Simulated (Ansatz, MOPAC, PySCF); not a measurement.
Species: C2H7GeO2 (charge +1, singlet). SMILES: [GeH3][O]C(=[OH+])C
Structure (B3LYP-D3(BJ)/def2-TZVP (Ansatz, an electronic-structure program) minimum search):
```
C
O 1 1.2466
O 1 1.3055 2 117.55
H 3 0.9713 1 113.75 2 -179.96
C 1 1.4833 2 121.20 3 179.80
H 5 1.0855 1 110.28 2 2.40
H 5 1.0929 6 109.96 1 -121.15
H 5 1.0936 6 109.69 7 -118.42
Ge 2 1.9439 1 127.44 3 -0.10
H 9 1.5192 2 97.69 1 -179.95
H 9 1.5233 10 116.97 2 107.82
H 9 1.5233 10 116.96 11 144.37
```
Charge +1, spin multiplicity 1.

Unscaled harmonic wavenumbers (cm⁻¹) in rising order, each level at the stationary point that it reaches from this structure (no distance between atoms moves by over 0.3 Å); the order of modes can differ between levels, and a negative number is imaginary. B3LYP-D3(BJ)/def2-TZVP (PySCF, at the structure above): 44, 89, 126, 130, 296, 492, 562, 582, 600, 656, 680, 834, 855, 859, 931, 1031, 1071, 1214, 1389, 1443, 1456, 1470, 1679, 2203, 2233, 2251, 3042, 3099, 3175, 3721.

PM6 (MOPAC): -116, -46, 112, 147, 282, 455, 482, 496, 515, 565, 586, 752, 787, 787, 969, 1006, 1057, 1153, 1163, 1172, 1286, 1395, 1638, 2290, 2294, 2361, 2466, 2631, 2647, 2763. Zero-point energy 49.0 against 54.6 kcal/mol; where all levels lie over 400 cm⁻¹, the wavenumbers are on average 0.909 times those of B3LYP-D3(BJ)/def2-TZVP. This level finds the structure a saddle point. The zero-point energy leaves imaginary modes out.

HF/6-31G* with LANL2DZ past Ar (Ansatz): 46, 95, 134, 137, 305, 520, 613, 630, 655, 708, 727, 916, 937, 939, 995, 1131, 1186, 1325, 1536, 1589, 1608, 1616, 1860, 2304, 2314, 2332, 3222, 3292, 3367, 4019. Zero-point energy 58.7 against 54.6 kcal/mol; where all levels lie over 400 cm⁻¹, the wavenumbers are on average 1.081 times those of B3LYP-D3(BJ)/def2-TZVP.

B3LYP/6-31G* with LANL2DZ past Ar (Ansatz): 44, 91, 131, 132, 290, 484, 557, 580, 601, 660, 674, 831, 854, 858, 931, 1039, 1080, 1222, 1414, 1464, 1479, 1493, 1708, 2173, 2198, 2217, 3061, 3123, 3199, 3682. Zero-point energy 54.7 against 54.6 kcal/mol; where all levels lie over 400 cm⁻¹, the wavenumbers are on average 1.001 times those of B3LYP-D3(BJ)/def2-TZVP.
